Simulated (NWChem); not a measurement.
Species: C2H6O2Si; SMILES C[Si@@H](O)C=O

```xyz
11

C     -0.7782    -1.8644    -0.4859
Si     0.0822    -0.4853     0.4295
O      1.5815    -0.1303    -0.1903
C     -0.8129     1.2102     0.1787
O     -0.1557     2.1018    -0.3157
H     -0.1962    -2.7962    -0.4090
H     -0.8923    -1.6226    -1.5534
H     -1.7756    -2.0554    -0.0587
H      0.1360    -0.7919     1.8916
H      1.6009     0.8052    -0.4494
H     -1.8841     1.4086     0.4572
```
Atoms are numbered in this order, from 1.

Computed with NWChem. Medium grid unless said otherwise, to which SCAN and Minnesota functionals are sensitive. The geometry was optimised at PBE0/def2-SVP. Hybrids' shares of exact exchange are those that their runs print; pure functionals count as 0. The functionals differ in more than this share.

```
row                                   share of exact exchange  orbital gap (eV)
------------------------------------  -----------------------  ----------------
PBE/def2-SVP                                             0.00              2.94
LDA (Slater exchange, VWN5)/def2-SVP                     0.00              2.81
TPSSh/def2-SVP                                           0.10          withheld
B3LYP/def2-SVP                                           0.20              5.15
M06-2X/def2-SVP                                          0.54              8.20
```

Fit a straight line of the last column on the one before it, predict the withheld value, and compare with the run.


1. Means of the 4 shown rows: x = 0.185, y = 4.775. Slope Σ(x − x̄)(y − ȳ)/Σ(x − x̄)² = 1.924/0.1947 = 9.884; intercept 2.946.
2. The shown rows scatter about the line by 0.139 (root mean square); the largest residual is +0.23, at B3LYP/def2-SVP.
3. At x = 0.10 (TPSSh/def2-SVP; inside the shown range) the line gives 3.93.
4. The run gives 4.30, +0.37 from the line, 2.7 times the scatter.
